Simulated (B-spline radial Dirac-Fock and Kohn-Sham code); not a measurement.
## Compton profile of W⁴¹⁺

System: the W⁴¹⁺ ion in the configuration [Ar] 3d10 4s2 4p3.

Level of theory: the impulse approximation on configuration-average Dirac-Fock orbitals; a radial B-spline solver. pz is in atomic units of momentum; subshell profiles are per electron, for a selection of subshells; open shells are spread over both j values by their weights.

```
 pz   J total   J 2p1/2   J 2p3/2   J 3d5/2   J 4p3/2
  0     1.497    0.0176    0.0195    0.0321    0.0892
0.4     1.492    0.0176    0.0195    0.0321    0.0892
0.5     1.489    0.0176    0.0195    0.0321    0.0892
0.6     1.485    0.0176    0.0195    0.0321    0.0892
0.8     1.476    0.0176    0.0195    0.0321    0.0891
  1     1.465    0.0176    0.0195    0.0321    0.0890
1.2     1.451    0.0176    0.0195    0.0321    0.0887
1.4     1.435    0.0176    0.0195    0.0321    0.0882
1.6     1.417    0.0176    0.0195    0.0321    0.0875
1.8     1.397    0.0176    0.0195    0.0321    0.0866
  2     1.376    0.0176    0.0195    0.0321    0.0854
2.5     1.316    0.0176    0.0195    0.0321    0.0809
  3     1.251    0.0176    0.0195    0.0321    0.0743
  4     1.118    0.0176    0.0195    0.0321    0.0563
  5    0.9976    0.0176    0.0194    0.0319    0.0369
  7    0.8153    0.0174    0.0192    0.0307    0.0130
 10    0.6093    0.0169    0.0184    0.0261   0.00887
 15    0.3400    0.0150    0.0158    0.0148   0.00360
 20    0.1946    0.0121    0.0122   0.00658  0.000795
 30   0.07667   0.00645   0.00570   0.00107  0.000552
 40   0.03592   0.00299   0.00232  0.000189  0.000278
 60   0.01139  0.000634  0.000383  1.00e-05  4.53e-05
100  0.002252  5.28e-05  2.05e-05    < 1e-6  2.18e-06
```

J(0) = 1.497. The 4s1/2 subshell gives the largest part, 18 %.

Mean momentum ⟨p⟩ by subshell (a.u.): 1s1/2 77.0, 2s1/2 27.6, 2p1/2 36.3, 2p3/2 32.2, 3s1/2 14.2, 3p1/2 16.9, 3p3/2 15.7, 3d3/2 18.8, 3d5/2 18.4, 4s1/2 8.70, 4p1/2 9.77, 4p3/2 9.35.

Values without a named source are computed, but for edge energies of neutral atoms, which are taken from tables.
